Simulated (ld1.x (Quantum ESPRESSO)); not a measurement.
## Transferability test, TM potential for Al (Z = 13)

```json
{"Element": "aluminium (Al)", "Generator": "ld1.x (Quantum ESPRESSO) 7.5", "Type": "norm-conserving Troullier–Martins (Kleinman–Bylander form)", "Functional": "PBE", "Relativity": "scalar-relativistic", "Frozen core": "[Ne]", "Valence charge": "3", "Reference configuration": "3s2 3p0 (charge +1)", "Partial waves": "3s (bound): rc 1.60 bohr; 3p (bound, empty): rc 2.60 bohr; 3d channel at -0.05 Ry: rc 2.15 bohr", "Local potential": "all-electron potential smoothed inside 2.05 bohr (lloc = -2)", "Core correction": "Bessel-smoothed model core, default radius (core density twice the valence density)"}
```

Energies are relative to the spin-unpolarised reference configuration 3s2 3p0; without spin polarisation the order of configurations can differ from experiment.

```csv
valence configuration,charge,ΔE all-electron (eV),error AE − PS (meV)
3s2 3p1,0,-5.761,+2.4
3s1 3p0,+2,19.225,+4.9
3s2 3p1.3,-0.3,-6.336,+3.2
3s1 3p1,+1,5.810,-2.7
3s0 3p3,0,4.689,-13
3s1 3p2,0,-0.622,-3.2
```

(1) What are ΔE and the potential's error for 3s2 3p0.5?

## Answers

(1) ΔE = -3.676 eV all-electron; the error (AE − PS) is +0.9 meV.
